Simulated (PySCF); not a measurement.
Start geometry of `C=C(O[SiH3])C(Cl)(Cl)Cl` from GFN2-xTB (Å):
```
atom  x, y, z in Å
C1    -0.687   -0.635   -1.248
C2    -0.527    0.002   -0.097
O3     0.634    0.190    0.504
Si4    2.229   -0.196    0.117
C5    -1.635    0.599    0.722
Cl6   -3.233    0.413    0.018
Cl7   -1.311    2.347    0.941
Cl8   -1.619   -0.158    2.337
H9    -1.684   -0.719   -1.665
H10    0.129   -1.015   -1.779
H11    2.556    0.448   -1.129
H12    2.326   -1.649   -0.013
H13    2.828    0.358    1.283
```

Task: What comes out of this run: PBE0-D3(BJ)/def2-SVP geometry optimisation, gas phase (PySCF 2.14.0)?

Result: 
```
atom  x, y, z in Å
C1    -1.1098   -0.7679   -1.0972
C2    -1.0233   -0.1234    0.0703
O3     0.1053    0.1151    0.7539
Si4    1.6855   -0.2666    0.3084
C5    -2.2097    0.4566    0.8203
Cl6   -3.7489    0.1800   -0.0079
Cl7   -1.9607    2.2139    1.0034
Cl8   -2.2822   -0.2896    2.4385
H9    -2.0712   -0.9156   -1.5829
H10   -0.2144   -1.1598   -1.5854
H11    2.0161    0.3998   -0.9848
H12    1.8266   -1.7441    0.1592
H13    2.5288    0.2475    1.4150
```

The energy falls by 21.2 kJ/mol over 7 energy and gradient evaluations, the largest force component goes from 0.0353 to 3.4e-04 Eh/bohr, and the atoms move by 0.102 Å rms after alignment. The bond that changes most is Si4–H13 (oxygen-bound silicon to Si–H hydrogen), which lengthens by 0.060 Å. Bonds longer at the end by more than 0.005 Å: 8 of 12; shorter: 1. Among the angles that change most is O3–Si4–H13, from 96.9° to 104.9°. Rotational constants go from 1496, 674.4, 639.2 to 1479, 669.7, 635.2 MHz. The orientation of the end geometry is arbitrary; only internal coordinates are fixed.

The run used 153 basis functions and 48 SCF cycles in all. On one thread of an Intel Xeon at 2.50 GHz, shared host, this took 3.8 min and 0.66 GiB of memory at its peak.

Not checked by PBE0-D3(BJ)/def2-SVP frequencies. The numbers are those of one conformer.
